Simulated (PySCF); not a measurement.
Two species compared at the same levels of theory.

First species: C₃H₁₂OSSi₂.
Numbering: `[CH3:1][CH2:2][SiH2:3][Si@@H:4]([OH:5])[S:6][CH3:7]` (hydrogens: H8, H9, H10 on C1; H11, H12 on C2; H13, H14 on Si3; H15 on Si4; H16 on O5; H17, H18, H19 on C7)

Second species: C3H16Si4.
InChI=1S/C3H16Si4/c1-7(5)6-3-2-4/h7H,2-3,6H2,1,4-5H3/t7-/m0/s1

Levels: PBE0/pcSseg-1 for dipole moment, HOMO energy, LUMO energy and HOMO–LUMO gap; GFN2-xTB for rotational constant A and rotational constant C. Geometries: GFN2-xTB. All species are isolated and taken at one optimised geometry, non-relativistic unless stated. Electronic properties by PySCF.

Dipoles, sizes and rotational constants follow the conformer. The torsions of the flexible species, by atom-mapped SMILES:
- `[CH3:1][CH2:2][SiH2:3][Si@@H:4]([OH:5])[S:6][CH3:7]`: C1–C2–Si3–Si4 179°, C2–Si3–Si4–O5 -53°, Si3–Si4–S6–C7 67°, H–O5–Si4–Si3 158°
- `[CH3:1][Si@@H:2]([SiH3:3])[SiH2:4][CH2:5][CH2:6][SiH3:7]`: C1–Si2–Si4–C5 176°, Si2–Si4–C5–C6 176°, Si4–C5–C6–Si7 179°

Problem. Which has the higher dipole moment?

Solution. The second: 0.81 D against 0.60 D, a difference of 0.21 D.

Problem. Which has the higher rotational constant A?

Solution. The second: 1.985 GHz against 1.972 GHz, a difference of 0.013 GHz.

Problem. Which has the higher HOMO energy?

Solution. The first: -6.66 eV against -7.57 eV, a difference of 0.91 eV.

Problem. Which of the two has the higher HOMO–LUMO gap, and by how much?

Solution. The second: 7.06 eV against 6.25 eV, a difference of 0.81 eV.

Problem. Which has the higher rotational constant C?

Solution. The first: 0.663 GHz against 0.357 GHz, a difference of 0.306 GHz.

Problem. Which of the two has the higher LUMO energy, and by how much?

Solution. The first: -0.41 eV against -0.51 eV, a difference of 0.10 eV.

On the first: The dipole equals about 2.0 × 10⁻³⁰ C·m (1 D = 3.33564 × 10⁻³⁰ C·m).

On the second: A dipole of 0.81 D is allowed in C1, and pure rotational transitions are dipole-allowed. In atomic units the dipole is 0.32 e·bohr (1 au = 2.5417 D).
